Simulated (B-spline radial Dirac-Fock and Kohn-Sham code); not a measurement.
What relativity does to the binding energies of Sm⁵⁵⁺

System: samarium as Sm⁵⁵⁺, [He] 2s2 2p3.

Both columns are ΔSCF binding energies of the configuration average from a radial atomic solver: non-relativistic Hartree-Fock with a point nucleus, and Dirac-Fock with a finite nucleus and the Coulomb interaction alone, averaged over the two j levels with weights 2j+1.

```tsv
shell	Hartree-Fock (eV)	Dirac-Fock (eV)	shift (eV)	shift (%)
1s	49457.6	52216.7	+2759.04	+5.58
2s	11447.4	12249.2	+801.85	+7.00
2p	11251.7	11571.9	+320.14	+2.85
```

Relativity binds 1s, 2s, 2p more strongly, among those listed most of all 2s in relative terms.

Values without a named source are computed, but for edge energies of neutral atoms, which are taken from tables.
